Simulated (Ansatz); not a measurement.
Relaxation of GaCl₃ with UKS PBE0-D4/def2-SVP.

```sh
$ ansatz run in.yaml --threads 4 --pin off --events-out ev --progress --plain --max-ram 3916MiB
```

```yaml
crystal:
  periodic: [false, false, false]
  atoms:
    - {symbol: Ga, position_ang: [0.000418, -0.000203, -0.000102]}
    - {symbol: Cl, position_ang: [1.219604, -0.702679, -1.586859]}
    - {symbol: Cl, position_ang: [-1.213622, 1.717282, -0.275890]}
    - {symbol: Cl, position_ang: [-0.006390, -1.014400, 1.862841]}
basis:
  gaussian: {orbitals: def2-SVP}
magnetization: {spin_polarized: true, initial_magnetization: 2}
hamiltonian: {xc: pbe0, dispersion: d4}
scf: {omitted_lower_state_checks: [starts]}
output: {orbitals: {seedname: orbitals}}
relax: {f_tol: 0.02, max_steps: 100}
```

It took 54 s on 4 threads of Arm Neoverse V1 on a shared host.

Positions (Å) and forces (eV/Å) at steps 1, 2, 3, 4, 5, 6, 7, 8, 9, 10, 11, 12, 13, 14, 15, 16, 18 of 18:

```xyz
4
step=1 energy=-89907.3010 eV
Ga    0.000    0.000    0.000    0.004    0.003    0.003
Cl    1.220   -0.703   -1.587    1.922   -1.109   -2.505
Cl   -1.214    1.717   -0.276   -1.915    2.706   -0.435
Cl   -0.006   -1.014    1.863   -0.012   -1.600    2.937
4
step=2 energy=-89908.2808 eV
Ga    0.001    0.000    0.000    0.008    0.005    0.003
Cl    1.317   -0.759   -1.714    0.426   -0.248   -0.559
Cl   -1.311    1.854   -0.298   -0.429    0.602   -0.098
Cl   -0.007   -1.096    2.012   -0.005   -0.358    0.654
4
step=3 energy=-89908.3544 eV
Ga    0.044    0.031    0.018    0.284    0.214    0.120
Cl    1.323   -0.781   -1.748    0.091   -0.179   -0.283
Cl   -1.345    1.872   -0.308   -0.280    0.190   -0.082
Cl   -0.023   -1.122    2.038   -0.096   -0.226    0.245
4
step=4 energy=-89908.4845 eV
Ga    0.193    0.144    0.081    0.366    0.269    0.154
Cl    1.304   -0.835   -1.811   -0.438    0.091    0.363
Cl   -1.423    1.875   -0.335    0.190   -0.532    0.019
Cl   -0.074   -1.184    2.066   -0.118    0.172   -0.537
4
step=5 energy=-89908.5120 eV
Ga    0.339    0.255    0.143   -0.141   -0.131   -0.062
Cl    1.261   -0.874   -1.839   -0.567    0.395    0.828
Cl   -1.476    1.845   -0.357    0.652   -0.818    0.158
Cl   -0.123   -1.226    2.053    0.056    0.553   -0.923
4
step=6 energy=-89908.6967 eV
Ga    0.375    0.282    0.159   -0.064   -0.064   -0.029
Cl    1.211   -0.859   -1.799   -0.508    0.324    0.705
Cl   -1.449    1.780   -0.354    0.543   -0.721    0.128
Cl   -0.137   -1.202    1.994    0.029    0.461   -0.804
4
step=7 energy=-89909.0745 eV
Ga    0.476    0.363    0.202    0.270    0.151    0.110
Cl    1.069   -0.824   -1.675   -0.263    0.049    0.207
Cl   -1.373    1.601   -0.343    0.070   -0.296   -0.002
Cl   -0.172   -1.140    1.817   -0.077    0.097   -0.316
4
step=8 energy=-89909.1811 eV
Ga    0.626    0.476    0.265   -0.141   -0.241   -0.073
Cl    0.937   -0.813   -1.593   -0.007    0.127    0.129
Cl   -1.340    1.446   -0.345    0.081   -0.034    0.027
Cl   -0.223   -1.108    1.673    0.067    0.148   -0.084
4
step=9 energy=-89909.1912 eV
Ga    0.630    0.448    0.263    0.258   -0.178    0.053
Cl    0.932   -0.781   -1.608    0.006    0.069   -0.058
Cl   -1.320    1.408   -0.339   -0.213    0.056   -0.060
Cl   -0.241   -1.076    1.684   -0.051    0.053    0.065
4
step=10 energy=-89909.2178 eV
Ga    0.684    0.326    0.261    0.980    0.002    0.109
Cl    0.922   -0.640   -1.726    0.047   -0.128   -0.203
Cl   -1.261    1.253   -0.315   -0.769    0.296   -0.114
Cl   -0.344   -0.940    1.779   -0.258   -0.169    0.209
4
step=11 energy=-89909.3083 eV
Ga    0.767    0.235    0.240    0.723   -0.240   -0.947
Cl    0.969   -0.559   -1.872    0.177    0.011    0.680
Cl   -1.267    1.140   -0.243   -0.597    0.103    0.487
Cl   -0.468   -0.817    1.875   -0.303    0.126   -0.220
4
step=12 energy=-89909.5111 eV
Ga    0.846    0.208    0.182    0.139   -0.263   -1.145
Cl    1.047   -0.564   -1.950    0.116    0.132    1.010
Cl   -1.314    1.054   -0.078   -0.231    0.140    0.324
Cl   -0.579   -0.698    1.847   -0.024   -0.010   -0.189
4
step=13 energy=-89909.6164 eV
Ga    0.863    0.335    0.119   -0.150   -0.345   -0.847
Cl    1.100   -0.721   -1.846    0.027    0.329    0.771
Cl   -1.390    1.104    0.072   -0.109    0.502   -0.287
Cl   -0.573   -0.718    1.655    0.231   -0.486    0.363
4
step=14 energy=-89909.6814 eV
Ga    0.799    0.311    0.060    0.047   -0.086   -0.454
Cl    1.178   -0.747   -1.845   -0.117    0.178    0.478
Cl   -1.422    1.172    0.108    0.009    0.145   -0.123
Cl   -0.555   -0.736    1.677    0.061   -0.238    0.099
4
step=15 energy=-89909.7052 eV
Ga    0.793    0.399    0.049   -0.005    0.017   -0.115
Cl    1.136   -0.815   -1.720    0.033    0.037   -0.014
Cl   -1.435    1.231    0.096    0.081   -0.082    0.055
Cl   -0.495   -0.815    1.575   -0.109    0.028    0.073
4
step=16 energy=-89909.6995 eV rejected
Ga    0.752    0.359    0.001    0.162    0.215    0.327
Cl    1.192   -0.792   -1.761   -0.015   -0.200   -0.268
Cl   -1.419    1.228    0.127   -0.121   -0.014   -0.012
Cl   -0.525   -0.795    1.633   -0.026    0.000   -0.047
4
step=18 energy=-89909.7111 eV
Ga    0.789    0.381    0.036   -0.004    0.000    0.002
Cl    1.153   -0.795   -1.752    0.002   -0.001   -0.003
Cl   -1.422    1.212    0.106    0.000    0.003   -0.002
Cl   -0.520   -0.798    1.610    0.002   -0.001    0.002
```

In the triplet, Cl3 and Cl4 lie 2.67 Å apart (atoms count from 1), so these atoms are partly bonded to each other. At PBE0-D4/def2-SVP a singlet of charge 0 lies 3.33 eV below the triplet, each at its own geometry. The structure comes from a short search, and lower isomers may exist.
